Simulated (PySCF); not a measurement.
**Exercise with solution: oscillator strength and radiative lifetime**

C₂H₆ClNSi₂, SMILES N[SiH2]C#C[SiH2]Cl.

The structure is a stationary point at B3LYP-D3(BJ)/def2-SVP. This is a generated structure with no PubChem entry under its InChIKey; it may be hypothetical. Other conformers were not sampled.

TDA-M06-2X/def2-SVPD (PySCF 2.14.0) puts the first singlet state with f over 0.02 at 5.85 eV (vertical), with the transition dipole (-0.374, 0.072, -0.074) in atomic units.

Problem. Find the oscillator strength, the wavelength and the radiative lifetime that this transition would have in vacuum if emission retraced absorption.

Solution. 
|μ|² = 0.1505 au, so |μ| = 0.99 D. ΔE = 5.85/27.211 = 0.2150 hartree. f = (2/3) ΔE |μ|² = 0.022 (the program prints 0.022).
λ = 1239.84/5.85 = 212 nm; ν = 47183 cm⁻¹.
Einstein's coefficient A = 0.6670 ν² f s⁻¹ (ν in cm⁻¹) = 3.2e7 s⁻¹, so τ = 1/A = 31 ns. This state is S2; the lower singlet has f = 0.000. The figure is the radiative limit of this one transition; relaxation, internal conversion, crossing to triplets and a medium change what is measured.
